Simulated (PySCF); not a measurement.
A ladder of Hamiltonians for Ga²⁵⁺ (gallium, charge +25)

Occupied: 1s1/2, 2s1/2, 2p1/2. Hartree-Fock calculated with PySCF 2.14 in an uncontracted even-tempered set (20 s from 2.5 bohr⁻², ratio 2.3; 14 p from 3 bohr⁻², ratio 2.3), Gaussian nucleus throughout. NR is non-relativistic, sf-X2C the spin-free one-electron X2C Hamiltonian, X2C adds the bare one-electron spin-orbit term, X2C-SNSO screens it by Boettger's factors, DC is four-component Dirac-Coulomb, and the Gaunt term is added at first order (total energies over the DC spinors, levels after relaxing the spinors in that mean field). QED terms are absent. Levels marked empty are virtual spinors of this ion.

```json
{"Hamiltonian": "X2C", "E (hartree)": "-1361.0854", "E − E(DC) (hartree)": "0.1416", "CPU seconds": "0.8"}
{"Hamiltonian": "X2C-SNSO", "E (hartree)": "-1360.9726", "E − E(DC) (hartree)": "0.2544", "CPU seconds": "0.69"}
{"Hamiltonian": "DC", "E (hartree)": "-1361.2270", "E − E(DC) (hartree)": "0.0000", "CPU seconds": "18"}
{"Hamiltonian": "DC+Gaunt", "E (hartree)": "-1360.5810", "E − E(DC) (hartree)": "0.6460", "CPU seconds": "46"}
```

```csv
level (eV),X2C,X2C-SNSO,DC,DC+Gaunt
1s1/2,-12014.5,-12014.7,-12019.0,-12006.1
2s1/2,-2628.5,-2628.6,-2629.1,-2627.9
2p1/2,-2547.9,-2546.4,-2546.7,-2544.3
2p3/2 (empty),-2386.3,-2387.1,-2387.1,-2385.9
3s1/2 (empty),-1049.7,-1049.7,-1049.8,-1049.5
```

Weight of the small component: 1s1/2 0.0126, 2s1/2 0.00275, 2p1/2 0.00273, 2p3/2 0.00262, 3s1/2 0.00106.

Koopmans' value for the highest occupied level at DC+Gaunt: 2544.3 eV, against an ionisation energy of 2543.9 ± 2 eV (semi-empirical (NIST evaluation); NIST Atomic Spectra Database, ionization energies); the former lacks relaxation, correlation, QED and recoil.

The whole ladder took 72 s of wall time on 1 thread of Intel(R) Xeon(R) Platinum 8259CL CPU @ 2.50GHz (shared host), launched as `OMP_NUM_THREADS=1 python relrun2.py TASK.json OUT` (a driver that calls PySCF for each Hamiltonian).

Dirac-Coulomb iterations, started from the X2C spinors:

```
with_ssss True, with_gaunt False, with_breit False
light speed = 137.03599967994
init E= -1359.64863865926
cycle= 1 E= -1361.22700318921  delta_E= -1.58  |g|= 0.25  |ddm|= 0.0224
cycle= 2 E= -1361.22701666945  delta_E= -1.35e-05  |g|= 0.000993  |ddm|= 0.000639
cycle= 3 E= -1361.22701667099  delta_E= -1.54e-09  |g|= 1.53e-05  |ddm|= 1.43e-05
```
